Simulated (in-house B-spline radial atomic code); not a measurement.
Computed with a B-spline radial atomic code. Model: two electrons, singlet ground state, non-relativistic, full CI in B-splines with partial waves to l = 8 (at full coupling up to 3e-4 hartree above the limit, correlation up to 0.6 % small), density held at that of full coupling by Lieb maximisation.

W(λ) is the mean repulsion in the state of coupling λ less the Hartree energy of the fixed density. Its start is exact exchange, its initial slope is twice the second-order Görling-Levy correlation energy, and its area from 0 to 1 is E_xc. A straight curve means weak, dynamic correlation, and a curve that drops fast and flattens means strong correlation.

Command:
```bash
python run_ac.py task.json out
```
Settings (lengths in bohr, energies in hartree):
```
potential              dot
strength               0.0952
lmax                   8
second                 -1
```

Time taken, with all properties: 54 s on 1 thread of Intel(R) Xeon(R) Processor @ 2.30GHz, with other jobs on the host.

**W = mean repulsion less Hartree energy, and W of three functionals.**

Given: confinement charge in harmonic well; well frequency 0.0952 hartree; nuclear charge -1; external potential omega^2 r^2/2 - Z/r.

Computed: LDA exchange minus exact 16.289 millihartree; PBE exchange minus exact -1.8526 millihartree.

```
coupling  W xc (hartree)  W xc minus exchange (millihartree)  kinetic minus Kohn-Sham (millihartree)  LDA (PW92) W minus its exchange (millihartree)  PBE W minus its exchange (millihartree)  SCAN W minus its exchange (millihartree)
       0        -0.15288                                   0                                       0                                               0                                        0                                         0
    0.02         -0.1556                              -2.727                                    0.03                                           -7.77                                     -3.4                                     -1.82
    0.05               ?                                   ?                                       ?                                               ?                                        ?                                         ?
    0.12               ?                                   ?                                       ?                                               ?                                        ?                                         ?
    0.25        -0.17636                             -23.488                                    2.52                                          -37.44                                   -23.49                                    -16.77
     0.4        -0.18358                             -30.699                                    4.82                                          -46.75                                   -30.92                                     -23.2
     0.6         -0.1896                             -36.727                                    7.79                                           -55.3                                   -38.04                                    -29.51
     0.8        -0.19346                             -40.587                                   10.46                                          -61.43                                   -43.28                                    -34.17
       1        -0.19615                             -43.271                                   12.86                                          -66.13                                   -47.37                                    -37.73
     1.4        -0.19967                             -46.791                                   17.03                                          -72.99                                   -53.44                                    -42.79
       2        -0.20278                               -49.9                                   22.23                                          -79.87                                   -59.61                                    -47.49
       3        -0.20568                             -52.807                                   29.35                                          -87.05                                   -66.13                                    -51.77
     4.5        -0.20808                             -55.205                                   38.17                                          -93.51                                   -72.06                                    -54.93
       7        -0.21027                             -57.393                                   50.47                                          -99.69                                   -77.78                                     -57.3
      10        -0.21179                             -58.912                                   63.19                                         -104.03                                   -81.82                                    -58.61
```

**Question.** What belongs in the row 0.05?

**Answer.** W xc (hartree): -0.15935; W xc minus exchange (millihartree): -6.47; kinetic minus Kohn-Sham (millihartree): 0.16; LDA (PW92) W minus its exchange (millihartree): -14.59; PBE W minus its exchange (millihartree): -7.33; SCAN W minus its exchange (millihartree): -4.31.

**Question.** What belongs in the row 0.12?

**Answer.** W xc (hartree): -0.16667; W xc minus exchange (millihartree): -13.793; kinetic minus Kohn-Sham (millihartree): 0.77; LDA (PW92) W minus its exchange (millihartree): -25.11; PBE W minus its exchange (millihartree): -14.33; SCAN W minus its exchange (millihartree): -9.37.

**Question.** What is the SCAN exchange minus exact?

**Answer.** -6.0029 millihartree.

**Energy parts, natural occupations and partial-wave weights.**

Computed: total energy 0.9279 hartree; exchange energy -0.15288 hartree; correlation energy -0.030408 hartree; kinetic part of the DFT correlation energy 0.012862 hartree; Kohn-Sham kinetic 0.087135 hartree; Lieb Oxford ratio E_xc over LDA exchange 1.3419.

| natural | occupation of the shell (electrons) |
| --- | --- |
| s | 1.664 |
| p | 0.33465 |
| s | ? |
| d | 4.2806e-05 |
| p | 3.8212e-05 |
| f | 3.2203e-05 |

**Question.** What belongs in the row s?

**Answer.** occupation of the shell (electrons): 0.0012608.

| wave | weight |
| --- | --- |
| s | 0.83261 |
| p | 0.16734 |
| d | 2.3269e-05 |
| f | ? |
| g | 5.1561e-06 |

**Question.** What belongs in the row f?

**Answer.** weight: 1.7519e-05.

**Question.** What is the kinetic part over minus potential part?

**Answer.** 0.29726.

**Question.** What is the Hartree energy?

**Answer.** 0.30575 hartree.

Half-way to full coupling W has made 78 % of its drop, against 50 % for a straight line, and second-order (GL2) theory, half the initial slope, overshoots the correlation energy by about 132 %: correlation is strong. Over couplings 0 to 1 the errors in E_xc come to about -0.3 millihartree for LDA, -3.2 millihartree for PBE, +0.1 millihartree for SCAN. In LDA and SCAN the errors of exchange and correlation have opposite signs, so the sum is smaller than the larger of the two.
